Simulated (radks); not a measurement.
Results of a calculation; reference values are marked as such.
The dysprosium ion Dy56+, 10 electrons, occupied as [Ne].

Code: a radial shooting solver on a logarithmic mesh with Libxc functionals. Model: scalar-relativistic Kohn-Sham, PBE, spin-polarised, spherical densities, point nucleus.

Energy parts (Ry):
part                       energy
total                 -17197.5757
kinetic                18961.6021
electron-nucleus      -37322.4241
Hartree                 1399.3152
exchange-correlation    -236.0689

Orbitals (lengths in bohr, moments of r in powers of bohr; <r^-3> diverges for s and p1/2):
orbital  occ.  eigenvalue (Ry)  <r^-3>  <1/r>      <r^2>
1s          2        -4275.430       -  74.64  0.0006080
2s          2        -967.5676       -  17.65   0.009169
2p          6        -896.8798   13300  16.36   0.007354
3s          0        -402.3622       -  7.306    0.05008
3p          0        -381.3227    3734  6.914    0.04789
3d          0        -362.6854   530.2  6.580    0.03657

The highest occupied level is 2p at -12202.7 eV. The density falls to 0.001 e/bohr^3 at r = 0.35 bohr. For comparison, the ionisation energy in NIST's Atomic Spectra Database is 12081 eV (theoretical). In exact Kohn-Sham theory the highest level is minus the ionisation energy, but local and semilocal functionals leave it too shallow, through self-interaction and a potential that decays too fast; potentials with the right tail come closer. Summed over all electrons, <r^2> = 0.06368 bohr^2, which gives a Langevin (diamagnetic) susceptibility term of -0.0504 x 10^-6 cm^3/mol.
